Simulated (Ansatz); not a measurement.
`FC([SiH3])(Cl)Cl`, relaxed with RKS PBE-D4/def2-SVP in Ansatz 0.2.0 from a rough embedded geometry. The force threshold is 0.03 eV/Å; the program also tests the step.

Charge 0, multiplicity 1.

Start:

```xyz
8

F     1.713   -0.388   -0.637
C     0.803   -0.352    0.321
Si   -0.743    0.280   -0.391
Cl    0.530   -1.900    0.982
Cl    1.387    0.737    1.623
H    -1.271   -0.546   -1.505
H    -0.584    1.699   -0.995
H    -1.836    0.469    0.603
```

```
step  energy (eV)  largest force (eV/Å)  largest move (Å)
   1  -36693.3609                 2.661             0.000
   2  -36693.6838                 1.107             0.093
   3  -36693.7607                 0.321             0.053
   4  -36693.7660                 0.285             0.035
   5  -36693.7685                 0.104             0.016
   6  -36693.7689                 0.005             0.004
```

End:

```xyz
8

F     1.782   -0.418   -0.634
C     0.810   -0.327    0.312
Si   -0.835    0.362   -0.435
Cl    0.520   -1.975    0.992
Cl    1.388    0.780    1.618
H    -1.271   -0.578   -1.520
H    -0.545    1.722   -0.998
H    -1.849    0.433    0.664
```

Hardware: 4 threads of an Arm Neoverse V1 on a shared host. Wall time 7 s, peak host memory 0.15 GiB.
